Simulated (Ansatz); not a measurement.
The same path of Cl3HOZr + H3Si (10 atoms, charge 0, multiplicity 2) was run twice with different band settings. Lost on the way: Zr1–Cl2. Made: Cl2–Si7.

Computed with Ansatz, UKS PBE/def2-SVP.

Relaxed end points:

```xyz
10
Properties=species:S:1:pos:R:3
Zr 0.012 0.022 -0.293
Cl 0.230 0.232 2.045
Cl 2.140 -0.129 -1.290
Cl -1.155 1.875 -1.159
O -0.963 -1.555 -0.678
H -1.486 -2.347 -0.872
Si 0.002 0.030 5.903
H -0.759 -1.185 6.363
H 1.434 -0.024 6.361
H -0.669 1.295 6.367
```

```xyz
10
Properties=species:S:1:pos:R:3
Zr -0.011 0.031 -0.431
Cl 0.046 -0.027 3.050
Cl 2.346 -0.067 -0.581
Cl -1.189 2.079 -0.485
O -0.993 -1.599 -0.416
H -1.524 -2.409 -0.435
Si 0.031 0.041 5.155
H -0.722 -1.154 5.658
H 1.448 0.010 5.644
H -0.647 1.306 5.588
```

Common settings: movable images 7; climbing image yes; optimiser quadratic models (default); start path through a guess of the saddle point; force threshold 0.03 eV/Å; iteration limit 60; end points relaxed.

| run | spring |
| --- | --- |
| 1 | 5.0 eV/Å² |
| 2 | 50.0 eV/Å² |

Problem. What does each run give, and how far can it be trusted?

Solution. Run 1: converged after 40 iterations, highest image 0.491 eV above the first end. The highest image is an end point: on this band no image between the ends rises above it. Inner images lie up to 0.020 eV below the lower end, so the ends aren't the lowest states on this path.
Run 2: converged after 33 iterations, highest image 0.491 eV above the first end. The highest image is an end point: on this band no image between the ends rises above it. Inner images lie up to 0.016 eV below the lower end, so the ends aren't the lowest states on this path.
